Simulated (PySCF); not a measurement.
**Electron correlation in Se+ (selenium, charge +1)**

[Ar] 3d10 4s2 4p3, high-spin 4S determinant. Computed with PySCF 2.14 in Sapporo-DKH3-DZP-2012 (6s5p3d1f, 43 functions), with the spin-free X2C one-electron Hamiltonian (Gaussian nucleus). Frozen: [Ar] 3d10; 5 electrons correlated.

MP2 pair energies summed by pair of shells (mhartree):

```
 pair  energy  share (%)
4s-4p  -38.32       65.5
4p-4p  -14.03       24.0
4s-4s   -6.18       10.6
```

Total MP2 correlation energy: -58.53 mhartree.

Same-spin part -15.92 and opposite-spin part -42.61 mhartree; SCS-MP2 scales them by 1/3 and 6/5 to -56.44 mhartree.

```tsv
level	correlation energy (mhartree)
CCSD	-73.17
(T)	-0.83
CCSD(T)	-74.00
```

Diagnostics: T1 = 0.0013, D1 = 0.0029, largest double amplitude 0.058.

Is a single reference adequate?

Yes, within this model without spin-orbit coupling: T1 lies below 0.03 and no double amplitude reaches 0.07.
